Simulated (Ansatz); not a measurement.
Gas-phase electronic energies from Ansatz, PBE0-D4/def2-TZVP geometries. CBS: MP2 limit from def2 TZ/QZ plus the TZ coupled-cluster correction, frozen cores. DFT in def2-TZVPP. B3LYP here is the variant with VWN-RPA as its local correlation; programs differ in this. For Br outer-core shells are correlated without core-valence functions, which leaves a few kJ/mol of doubt a bond. Scalar relativity is left out up to krypton. One conformer a species, not always the lowest.

Consider the redistribution: `[AlH2][Br]` + `F[SiH]([SiH3])O[SiH3]` → `[SiH3][O][AlH][Br]` + `F[SiH2][SiH3]`.

(1) Is it downhill or uphill in electronic energy at CCSD(T)/CBS, and by how much? (An estimate is asked.)

(2) What do these levels give: BLYP-D4, B3LYP-D4, ωB97M-V, revPBE, r2SCAN, B3LYP, LC-ωPBE, RPA@PBE/def2-TZVPP, HF/def2-SVP, CCSD(T)/def2-SVP, MP2/def2-TZVPP, MP2/CBS(def2)? (Estimate.)

Largest T1 diagnostic among the species: 0.013.

Results:

(1) The calculation gave: Downhill: ΔE = -38.6 kJ/mol.

(2) The calculation gave: BLYP-D4 -37.8, B3LYP-D4 -37.3, ωB97M-V -36.6, revPBE -42.6, r2SCAN -41.1, B3LYP -42.1, LC-ωPBE -39.8, RPA@PBE/def2-TZVPP -38.6, HF/def2-SVP -46.4, CCSD(T)/def2-SVP -48.8, MP2/def2-TZVPP -41.9, MP2/CBS(def2) -40.5 kJ/mol.

The D4 term adds +4.8 kJ/mol with B3LYP and +2.8 kJ/mol with PBE0; it sums over pairs of atoms, weighted by their polarisabilities, and B3LYP, whose exchange is more repulsive, gets the larger term. From BLYP to BHLYP (50 % exact exchange), in def2-TZVPP and without D4, ΔE moves by +4.0 kJ/mol. At CCSD(T), def2-SVP lies −10.3 kJ/mol from the extrapolated value and def2-TZVPP −1.4 kJ/mol.
